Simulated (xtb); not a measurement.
C4H5FSi, SMILES C#C/C=C\[SiH2]F. All values are semi-empirical tight-binding results from xtb (GFN2-xTB unless named), good for trends rather than for accurate numbers. Coordinates come from a GFN2-xTB optimisation. The structure was generated by enumeration; whether it is a known compound was not checked. One conformer was computed; it need not be the lowest.

```
Property                                              Result
---------------------------------------------  -------------
point group as xtb finds it                               Cs
orbital gap                                          3.69 eV
dipole moment                                         2.04 D
zero-point energy                              43.3 kcal/mol
G − E(el) at 298.15 K (modified RRHO)          23.1 kcal/mol
static polarisability (D4 model)                  74.2 bohr³
solvation energy, GFN2-xTB/ALPB(water)         -1.0 kcal/mol
solvation energy, GFN2-xTB/ALPB(acetonitrile)  -4.0 kcal/mol
```
